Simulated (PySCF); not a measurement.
Cu(OH2)2 (CuH4O2), SMILES [OH2]->[Cu+]<-[OH2], charge +1, multiplicity 1. The structure is a stationary point at r2SCAN-D4/def2-TZVP. The spin state was assumed, not searched.

Method: r2SCAN-D4/def2-TZVP (PySCF).

Harmonic wavenumbers (cm⁻¹): 100, 131, 131, 227, 228, 405, 520, 625, 626, 1640, 1641, 3754, 3756, 3837, 3837. Rotational constants (GHz): 193.5, 3.668, 3.666; symmetry number 2.

### Question
Work out the zero-point energy and the ideal-gas rigid-rotor harmonic-oscillator thermochemistry at 298.15 K and 1 atm.

### Answer
ZPE = ½ Σ hcν = ½ × 21459 cm⁻¹ = 128.36 kJ/mol. H − E(el) = 148.61 kJ/mol. Entropy in J/(mol K): translation 166.13, rotation 87.71, vibration 64.81, total 318.65. G − E(el) = 53.61 kJ/mol. Cp = 92.26 J/(mol K). Modes under 150 cm⁻¹ make the vibrational entropy uncertain.
